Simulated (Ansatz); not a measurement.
C₃H₁₃N₃Si⁻, that is SiH(NHMe)3 with one electron more. Total charge -1; doublet. Geometry r2SCAN-D4/def2-SVP, that of the neutral singlet.

Cartesian coordinates in Å:
```
Si 0.2485 0.2345 0.1360
H 1.3859 -0.2310 0.9959
N -0.6952 1.6189 0.5549
C -1.7254 1.6982 1.5685
H -0.3038 2.5191 0.2923
H -2.6098 2.2632 1.2187
H -2.0625 0.6804 1.8174
H -1.3833 2.1705 2.5108
N -0.8652 -1.0928 0.2164
C -0.5290 -2.4784 0.4640
H -1.7840 -0.9630 -0.2002
H -0.4671 -3.0965 -0.4543
H 0.4552 -2.5356 0.9562
H -1.2538 -2.9666 1.1413
N 1.0301 0.7293 -1.3308
C 2.2573 0.1783 -1.8639
H 0.4597 1.2016 -2.0280
H 2.9017 0.9583 -2.3098
H 2.8371 -0.2854 -1.0494
H 2.1034 -0.6030 -2.6358
```

At PBE-D4/def2-TZVPD, revPBE-D4/def2-TZVPD, PBE0-D4/def2-TZVPD the highest occupied level of the charge -1 doublet lies above zero (up to 2.21 eV). By energy differences it is unbound by 0.84 eV (vertical, against the charge 0 singlet, at revPBE-D4/def2-TZVPD) and held by the finite basis.

(1) Estimate the α-spin orbital energies around the gap (eV) in Ansatz with PBE-D4/def2-TZVPD, revPBE-D4/def2-TZVPD, PBE0-D4/def2-TZVPD.

Results:

(1) 
```json
{"orbital": "HOMO−5", "PBE-D4/def2-TZVPD": "-4.82", "revPBE-D4/def2-TZVPD": "-4.80", "PBE0-D4/def2-TZVPD": "-6.25"}
{"orbital": "HOMO−4", "PBE-D4/def2-TZVPD": "-4.61", "revPBE-D4/def2-TZVPD": "-4.60", "PBE0-D4/def2-TZVPD": "-6.04"}
{"orbital": "HOMO−3", "PBE-D4/def2-TZVPD": "-2.39", "revPBE-D4/def2-TZVPD": "-2.36", "PBE0-D4/def2-TZVPD": "-3.79"}
{"orbital": "HOMO−2", "PBE-D4/def2-TZVPD": "-1.81", "revPBE-D4/def2-TZVPD": "-1.77", "PBE0-D4/def2-TZVPD": "-3.14"}
{"orbital": "HOMO−1", "PBE-D4/def2-TZVPD": "-1.55", "revPBE-D4/def2-TZVPD": "-1.53", "PBE0-D4/def2-TZVPD": "-2.90"}
{"orbital": "HOMO", "PBE-D4/def2-TZVPD": "2.16", "revPBE-D4/def2-TZVPD": "2.21", "PBE0-D4/def2-TZVPD": "1.99"}
{"orbital": "LUMO", "PBE-D4/def2-TZVPD": "2.53", "revPBE-D4/def2-TZVPD": "2.60", "PBE0-D4/def2-TZVPD": "2.96"}
{"orbital": "LUMO+1", "PBE-D4/def2-TZVPD": "2.60", "revPBE-D4/def2-TZVPD": "2.68", "PBE0-D4/def2-TZVPD": "3.05"}
{"orbital": "LUMO+2", "PBE-D4/def2-TZVPD": "3.08", "revPBE-D4/def2-TZVPD": "3.16", "PBE0-D4/def2-TZVPD": "3.59"}
{"orbital": "LUMO+3", "PBE-D4/def2-TZVPD": "3.17", "revPBE-D4/def2-TZVPD": "3.22", "PBE0-D4/def2-TZVPD": "3.68"}
{"orbital": "LUMO+4", "PBE-D4/def2-TZVPD": "3.60", "revPBE-D4/def2-TZVPD": "3.67", "PBE0-D4/def2-TZVPD": "4.13"}
{"orbital": "LUMO+5", "PBE-D4/def2-TZVPD": "3.75", "revPBE-D4/def2-TZVPD": "3.83", "PBE0-D4/def2-TZVPD": "4.31"}
{"orbital": "β HOMO", "PBE-D4/def2-TZVPD": "-1.53", "revPBE-D4/def2-TZVPD": "-1.51", "PBE0-D4/def2-TZVPD": "-2.89"}
{"orbital": "β LUMO", "PBE-D4/def2-TZVPD": "2.45", "revPBE-D4/def2-TZVPD": "2.38", "PBE0-D4/def2-TZVPD": "2.96"}
```
